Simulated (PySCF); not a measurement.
C₆ coefficients of unlike pairs at PBE0

Calculated with PySCF 2.14 from the dipole response of each species, C₆(A,B) = (3/π) ∫ α_A(iu) α_B(iu) du, in atomic units, from isotropic polarisabilities. For ions this is the dispersion term alone; charge-induced terms of lower order in 1/R come first.

| species | configuration | basis | relativity | α (bohr³) | C₆ (like pair) |
| --- | --- | --- | --- | --- | --- |
| In²⁺ | [Kr] 4d10 5s1 (2S) | aug-cc-pVTZ-PP with ECP28MDF (6s5p4d2f) | core potential | 13.85 | 57.96 |
| Li⁺ | 1s2 (1S) | aug-cc-pVQZ with one added diffuse shell each of s, p, d, f, g type (7s6p5d4f3g) | none | 0.1923 | 0.06960 |
| Sr | [Kr] 5s2 (1S) | x2c-TZVPPall with one added diffuse shell each of s, p, d, f type (9s7p7d3f1g) | spin-free X2C | 203.0 | 3318 |

Question: Estimate C₆ for Li⁺ with In²⁺.

Answer: The integral gives 1.571. The combination rule 2 C_A C_B / (C_A α_B/α_A + C_B α_A/α_B) gives 1.387 and the geometric mean 2.009.

No spin-orbit coupling is included.

The other pairs:

```csv
pair,C₆
"Sr, In²⁺",363.9
"Sr, Li⁺",6.865
```
